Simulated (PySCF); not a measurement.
# What a mistake does to a calculation on AlBCH5O

All numbers below are calculated, not measured. The program is PySCF 2.14.0, an open-source quantum chemistry code, run on an isolated molecule that a program drew, which may never have been made. The molecule is AlBCH5O (charge 0, doublet), drawn as the SMILES string `B[CH2][Al][OH]`.

Each row is a Hartree-Fock (HF) and frozen-core CCSD(T) single point in the cc-pV(D+d)Z basis, meant for a local HF minimum. Run 1 is clean. Each other run has one planted mistake out of seven kinds, and not every kind appears here: one electron removed, one electron added, multiplicity raised by two, geometry at a saddle point, minimal basis STO-3G, one bond length entered in bohr, all coordinates scaled. The reference is restricted for singlets and unrestricted otherwise, and also for a bond in bohr. Adding or removing an electron swaps singlet and doublet. Electrons count all cores. HOMO and LUMO are orbital energies over both spins, the gradient is its largest component, and the lowest frequency (negative if imaginary) is given only where the gradient is small. Bond lengths are over the 8 bonds as drawn. T1 is the CCSD diagnostic: over 0.02 (restricted) or 0.045 (unrestricted) a single reference is doubtful.

Geometry of the clean run:
```xyz
9
AlBCH5O, angstrom
B     0.7684    1.0589   -1.0799
C     1.7752    1.1206    0.0785
Al    2.7913   -0.6100    0.1330
O     3.4068   -1.2820   -1.2925
H     1.1083    1.3083   -2.2091
H    -0.3645    0.6905   -0.9006
H     2.6064    1.8228   -0.0747
H     1.3549    1.2434    1.0794
H     3.3369   -0.9961   -2.1887
```

| run | electrons | basis functions | <S^2> | HOMO (eV) | LUMO (eV) | gradient (hartree/bohr) | lowest frequency (cm^-1) | mean bond (Å) | longest bond (Å) | T1 | HF (hartree) | CCSD(T) (hartree) | mistake |
|---|---|---|---|---|---|---|---|---|---|---|---|---|---|
| 1 | 37 | 90 | 0.755 | -8.24 | 1.09 | 3.7e-05 | 49 | 1.3475 | 2.008 | 0.0164 | -382.27415 | -382.78851 | no fault |
| 2 | 36 | 90 | 0.000 | -17.11 | -6.77 | 6.3e-02 | - | 1.3475 | 2.008 | 0.0165 | -381.99740 | -382.50799 | one electron removed |
| 3 | 37 | 90 | 0.760 | -8.47 | 0.71 | 6.1e-02 | - | 1.4419 | 2.148 | 0.0185 | -382.24197 | -382.76727 | ? |
| 4 | 37 | 29 | 0.755 | -5.14 | 6.28 | 7.0e-02 | - | 1.3475 | 2.008 | 0.0190 | -377.51646 | -377.70418 | ? |

**Which mistake was planted in run 3, and what did it cost?**

The mean and the longest bond both change by the same factor, 1.070, and the gradient is no longer small. So the mistake is: all coordinates scaled. Subtracting run 1 and multiplying by 627.51 kcal/mol a hartree, the energy moved by 20.2 kcal/mol in HF and 13.3 kcal/mol in CCSD(T).

**Which mistake was planted in run 4, and what did it cost?**

It has 29 basis functions where the clean run has 90, with the same electrons and geometry. So the mistake is: minimal basis STO-3G. Subtracting run 1 and multiplying by 627.51 kcal/mol a hartree, the energy moved by 2985.5 kcal/mol in HF and 3190.5 kcal/mol in CCSD(T).

